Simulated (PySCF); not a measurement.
Mg(I)(SiH3) (H3IMgSi), SMILES [Mg]([I])[SiH3]. The structure is a stationary point at PBE-D3(BJ)/def2-SVP. The def2 effective core potentials stand for the cores of I; spin–orbit coupling is left out.

Computed equilibrium geometry at PBE-D3(BJ)/def2-SVP (PySCF confirms it by a frequency run) as a Z-matrix, and its point group:
point group C3v.
```
Si
H 1 1.5105
H 1 1.5105 2 106.71
H 1 1.5105 2 106.71 3 -113.79
Mg 1 2.5694 2 112.11 3 123.10
I 5 2.5839 2 155.97 1 180.00
```
Charge 0, spin multiplicity 1.
